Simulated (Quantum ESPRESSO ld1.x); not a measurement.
Question: All-electron atom: Ar17+ in 1s1. Method: scalar-relativistic Kohn-Sham, PBE, spin-unpolarised, spherical densities, point nucleus; without spin polarisation the odd electron is poorly described; computed with ld1.x of Quantum ESPRESSO 7.5. Some entries of the table are withheld. Estimate them.

orbital  occ.  eigenvalue (eV)  <1/r> (bohr^-1)
1s          1              (1)              (2)
2s          0        -1032.611            4.452
2p          0        -1019.696              (3)

Answer: 
(1) 1s eigenvalue (eV): -4278.870
(2) 1s <1/r> (bohr^-1): 18.10
(3) 2p <1/r> (bohr^-1): 4.411
